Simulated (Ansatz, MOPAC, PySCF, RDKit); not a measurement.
Complex: C2H4 (SMILES C=C) (first 6 atoms) with H4OSi (SMILES O[SiH3]); geometry from B3LYP-D3(BJ)/def2-TZVP, rigid monomers moved along the line of their centres of mass till H4···O7 is 4.71 Å.
(charge 0, multiplicity 1):
```xyz
12

C     -0.3552    -0.4689    -0.0182
C      0.4663     0.5705     0.0029
H     -1.1645    -0.5394    -0.7351
H     -0.2469    -1.2837     0.6863
H      1.2720     0.6355     0.7235
H      0.3667     1.3942    -0.6938
O      0.6834    -1.0945     5.2990
Si    -0.3300     0.0985     5.8405
H      1.5552    -1.1628     5.6949
H     -0.4310     0.0674     7.3219
H     -1.6473    -0.1753     5.2385
H      0.1434     1.4452     5.4409
```

| level | interaction energy (kJ/mol) | cost |
|---|---|---|
| UFF | -1.0 | - |
| AM1 | -0.1 | - |
| PM3 | 0.2 | - |
| PM6 | 0.3 | - |
| HF/STO-3G (no counterpoise) | -0.2 | - |
| HF/3-21G (no counterpoise) | -0.5 | - |
| HF/6-31G* | -0.3 | - |
| PBE-D3(BJ)/def2-TZVPPD | -1.1 | ×1 |
| B3LYP/6-31G* (no counterpoise) | -0.3 | - |
| B3LYP-D4/def2-TZVPPD | -0.9 | ×1 |
| M06-2X/6-31G* (no counterpoise) | -0.6 | - |
| MP2/aug-cc-pV(D+d)Z | -0.9 | - |
| CCSD/aug-cc-pV(D+d)Z | -0.8 | - |
| CCSD(T)/aug-cc-pV(D+d)Z | -0.9 | ×10 |

The rows run from -1.1 (PBE-D3(BJ)/def2-TZVPPD) to 0.3 kJ/mol (PM6). In aug-cc-pV(D+d)Z the value moves MP2 -0.9, CCSD -0.8, CCSD(T) -0.9, a shift of 0.0 from MP2 to CCSD(T).

Interaction energies are E(AB) − E(A) − E(B) at the monomers' geometry in the complex; basis-set methods are counterpoise corrected. Rows marked so take none. RDKit's UFF carries no charges.

Correlated levels freeze the cores. Rows in 3-21G, 6-31G*, STO-3G carry no dispersion term and start afresh at each structure (6-31G* with six Cartesian d functions). The state reached by AM1, PM3, PM6 isn't checked.

Run with Ansatz (Gaussian orbitals); MOPAC for AM1, PM3, PM6 (differences of heats of formation); PySCF for 3-21G rows, 6-31G* rows, STO-3G rows, the dispersion terms; RDKit for the force fields. Values without a source in brackets are computed.

Costs are rough ratios of core time to PBE/def2-TZVPPD (about 10 s over the structures, on one shared machine); a dash marks a level with no comparable run of its own.

Ansatz is an electronic-structure program.
